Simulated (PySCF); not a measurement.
CrO₂F, SMILES [O]=[Cr+](=[O])[F], charge +1, multiplicity 1.

Geometry optimised at PBE0-D3(BJ)/def2-SVP. The multiplicity is an assumed one; other spin states were not compared. The isomer is the one that the SMILES or the coordinates give; other isomers of the formula were not compared.

Calculation: PySCF 2.14.0 with TDDFT-PBE/def2-SVPD.

Vertical excitations. Gas-phase values at a fixed geometry. State labels are in the subgroup Cs.

Computed lowest excited states:
| state | symmetry | energy (eV) | λ (nm) | f | main pairs |
|---|---|---|---|---|---|
| S1 | A" | 2.23 | 557 | 0.000 | HOMO→LUMO 100 % |
| S2 | A" | 3.20 | 388 | 0.002 | HOMO→LUMO+1 90 % |
| S3 | A' | 3.54 | 351 | 0.000 | HOMO→LUMO+2 95 % |
| S4 | A" | 3.64 | 341 | 0.004 | HOMO−1→LUMO 89 % |
| S5 | A' | 3.81 | 325 | 0.005 | HOMO−2→LUMO 81 % |
| S6 | A' | 3.95 | 314 | 0.003 | HOMO−3→LUMO 98 % |
| S7 | A" | 4.34 | 286 | 0.000 | HOMO−1→LUMO+1 98 % |
| S8 | A' | 4.43 | 280 | 0.003 | HOMO−2→LUMO+1 83 % |
| S9 | A' | 4.79 | 259 | 0.000 | HOMO−1→LUMO+2 52 %, HOMO−3→LUMO+1 44 % |
| S10 | A" | 4.85 | 255 | 0.000 | HOMO−2→LUMO+2 91 % |
| T1 | A" | 1.99 | 623 | 0 | HOMO→LUMO 100 % |
| T2 | A" | 2.58 | 481 | 0 | HOMO→LUMO+1 97 % |
| T3 | A' | 3.00 | 414 | 0 | HOMO−2→LUMO 79 %, HOMO→LUMO+2 16 % |
| T4 | A' | 3.09 | 401 | 0 | HOMO→LUMO+2 82 %, HOMO−2→LUMO 15 % |
Triplets are in the Tamm–Dancoff approximation, which puts them higher than full response would, so one can lie above its singlet here.
